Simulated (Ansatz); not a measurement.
Ideal-gas functions of CH₃AlFNS, SMILES `N=[CH][Al]([F])[SH]` at 400 K and 1 bar, from an Ansatz frequency run at PBE0-D4/def2-TZVP.

Molar mass 107.09 g/mol, point group Cs (symmetry number 1), electronic degeneracy 1, moments of inertia 155.04, 193.985, 349.025 u Å². Harmonic wavenumbers (cm⁻¹, unscaled): 91, 105, 182, 214, 287, 363, 457, 602, 638, 713, 864, 1163, 1182, 1391, 1648, 2651, 2994, 3404.

Use S(trans) = R[1.5 ln M + 2.5 ln T − 1.1517]; rotational temperatures θ = 24.2544 K / I; S(rot) = R[ln(√π/σ · √(T³/θAθBθC)) + 1.5]; for each mode x = 1.438777 ν̃/T, S = R[x/(eˣ − 1) − ln(1 − e⁻ˣ)] and H = RT x/(eˣ − 1); 1 cm⁻¹ = 0.0119627 kJ/mol; R = 8.31446 J/(mol·K).

**Question.** By hand: the entropy, in J/(mol·K).

**Answer.** Translation 173.3. Rotation: θ = 0.1564, 0.125, 0.0695 K, giving 119.4. Vibration, mode by mode: 17.64, 16.46, 11.98, 10.69, 8.41, 6.66, 5.06, 3.35, 3.02, 2.44, 1.59, 0.67, 0.63, 0.34, 0.15, 0.01, 0.00, 0.00, in all 89.1. Electronic 0.0. Sum 381.8 J/(mol·K).

**Question.** By hand: H − E and G − E in kJ/mol, counted from the electronic energy.

**Answer.** Zero-point energy ½ × 18949 × 0.0119627 = 113.3; thermal vibration 18.5; translation, rotation and pV give 4 RT = 13.3. H − E = 145.1 kJ/mol, and G − E = 145.1 − 400 × 381.8/1000 = -7.6 kJ/mol.

Vibration gives 23 % of the entropy, 34.1 J/(mol·K) of it from the modes under 150 cm⁻¹: soft modes count most, and the harmonic formula is weakest for them. The sum counts one conformer and one mirror image; others add a mixing term.
